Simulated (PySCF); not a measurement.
# V (vanadium, neutral) across methods

[Ar] 3d3 4s2, high-spin 4F determinant. All numbers are calculated (PySCF 2.14, no relativity, point nucleus, in dyall-av2z (16s12p7d2f, 101 functions)). The B2PLYP total includes its PT2 part (frozen core); its orbital energies are those of the SCF part.

```csv
method,E (hartree),mean ε 3d α (eV),mean ε 4s α (eV),mean ε 4s β (eV),Σ⟨r²⟩ (bohr²),⟨S²⟩
PBEsol,-942.647,-6.391,-4.915,-4.245,45.04,3.756
UHF,-942.88080,-13.978,-6.724,-5.874,47.74,3.762
B2PLYP,-943.645,-10.317,-5.876,-5.303,45.92,3.755
PBE,-943.657,-6.421,-4.886,-4.243,45.18,3.755
LC-wPBE,-943.702,-11.157,-7.441,-6.690,45.42,3.757
LDA,-941.739,-6.469,-5.055,-4.391,44.67,3.755
HSE06,-943.712,-7.923,-5.177,-4.489,45.22,3.756
r2SCAN,-943.860,-7.044,-5.072,-4.302,45.55,3.769
```

(1) Estimate the same row for PBE0.

## Answers

(1) E (hartree) = -943.691; mean ε 3d α (eV) = -8.357; mean ε 4s α (eV) = -5.492; mean ε 4s β (eV) = -4.853; Σ⟨r²⟩ (bohr²) = 45.32; ⟨S²⟩ = 3.756.
